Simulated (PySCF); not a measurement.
Question: What does the PBE0-D3(BJ)/def2-SVP structure of `Cl[BH-]1[NH2+][BH2-][NH2+]1` look like in three dimensions?

Answer: 
```
atom  x, y, z in Å
Cl1   -0.499   -2.048    0.555
B2    -0.795   -0.621   -0.564
N3    -1.884    0.371    0.011
B4    -0.794    1.533   -0.161
N5     0.356    0.460   -0.464
H6    -1.026   -0.937   -1.710
H7    -2.143    0.171    0.975
H8    -2.732    0.454   -0.542
H9    -1.030    2.202   -1.148
H10   -0.602    2.162    0.862
H11    0.898    0.597   -1.312
H12    0.997    0.295    0.309
```

Any rigid rotation of these coordinates is as good. Atoms count from 1 in this order. The 4-membered ring B2–N3–B4–N5 has internal angles of 87.0° to 92.8°; it is puckered, 0.07 Å rms from its mean plane, widest ring torsion 10°. N3 (nitrogen bonded to 2 B and 2 H) has angles from 87.0° to 116.7°. B4 (four-coordinate boron) has angles from 91.3° to 115.4°. The 4 B–N bonds span 1.582 Å (B2–N3, drawn single) to 1.602 Å (N3–B4, drawn single), a spread of 0.020 Å.

Bonds between heavy atoms (Å): Cl1–B2 1.837, B2–N3 1.582, N3–B4 1.602, B4–N5 1.602, B2–N5 1.582.

Computed, not measured: PySCF 2.14.0, PBE0-D3(BJ)/def2-SVP geometry optimisation, gas phase.

Point group: Cs (tolerance 0.08 Å). No PBE0-D3(BJ)/def2-SVP frequencies stand behind this structure, so it isn't proved a minimum. The numbers are those of one conformer (Cl1–B2–N3–B4 126°, B2–N3–B4–N5 -10°, N3–B4–N5–B2 10°, Cl1–B2–N5–B4 -126°).
